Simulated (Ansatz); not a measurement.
Consider the cleavage of the Al–Si bond: `[F][Al]([GaH2])[SiH2][SiH3]` + `BN[SiH3]` → `B[N]([SiH3])[Al]([F])[GaH2]` + disilane.

Calculated with Ansatz (gas phase, PBE0-D4/def2-TZVP geometries, no zero-point term in ΔE). CBS: MP2 limit from def2 TZ/QZ plus the TZ coupled-cluster correction, frozen cores. Functionals use def2-TZVPP. B3LYP here is the variant with VWN-RPA as its local correlation; programs differ in this. For Ga outer-core shells are correlated without core-valence functions, which leaves a few kJ/mol of doubt a bond. Scalar relativity is left out up to krypton. Each species was taken in one conformer, which may not be the lowest.

`[F][Al]([GaH2])[SiH2][SiH3]`:

Cartesian coordinates in Å:
```
F 3.266 -1.376 -0.264
Al 1.770 -0.669 -0.297
Ga 0.042 -0.671 -2.121
Si 0.811 0.575 1.598
Si -1.358 0.403 0.721
H -0.047 0.503 -3.168
H -0.970 -1.868 -2.285
H 1.168 2.024 1.589
H 0.834 0.079 3.002
H -1.978 -0.914 1.023
H -1.212 0.420 -0.796
H -2.328 1.493 0.999
```

`BN[SiH3]`:

```xyz
9

B     1.065    0.931   -0.654
N    -0.229    0.469   -0.394
Si   -0.672   -0.868    0.637
H     1.993    0.380   -0.136
H     1.223    1.866   -1.387
H    -0.986    0.961   -0.850
H    -1.562   -0.405    1.733
H     0.577   -1.436    1.192
H    -1.409   -1.899   -0.141
```

`B[N]([SiH3])[Al]([F])[GaH2]`:

```xyz
13

B    -1.668    0.466   -1.582
N    -0.695    0.123   -0.612
Si    0.627    1.207   -0.323
Al   -0.693   -1.398    0.399
F    -1.921   -2.475    0.177
Ga    1.325   -1.253    1.844
H    -1.570    1.499   -2.195
H    -2.588   -0.271   -1.796
H     1.499    0.575    0.755
H     0.204    2.517    0.224
H     1.511    1.384   -1.499
H     1.262   -0.554    3.251
H     2.709   -1.819    1.358
```

`[SiH3][SiH3]`:

Z-matrix (Å, degrees):
```
Si
Si 1 2.338
H 1 1.488 2 110.3
H 1 1.488 2 110.3 3 120.0
H 1 1.488 2 110.3 3 -120.0
H 2 1.488 1 110.3 3 59.9
H 2 1.488 1 110.3 3 179.9
H 2 1.488 1 110.3 3 -60.1
```

CCSD(T)/CBS gives -75.5 kJ/mol.

(1) Another level gave -54.4 kJ/mol. Which?
A. PBE-D4/def2-TZVPP
B. HF/def2-TZVPP
C. CCSD/def2-TZVPP
D. B3LYP/def2-TZVPP

Largest T1 diagnostic among the species: 0.015.

Results:

(1) A. PBE-D4 -54.4, B3LYP -73.2, HF/def2-TZVPP -92.6, CCSD/def2-TZVPP -79.2 kJ/mol.

From PBE to PBE0 (25 % exact exchange), in def2-TZVPP and without D4, ΔE moves by −6.7 kJ/mol. Leaving LDA and LC-ωPBE aside and taking each functional with its dispersion term where it has one, the values, not all of them listed here, spread over 27.3 kJ/mol, from BHLYP-D4 to PBE-D4. In def2-TZVPP, CCSD(T) changes the Hartree–Fock value by +15.7 kJ/mol (the triples alone add +2.2 kJ/mol) and MP2 by +7.4 kJ/mol.
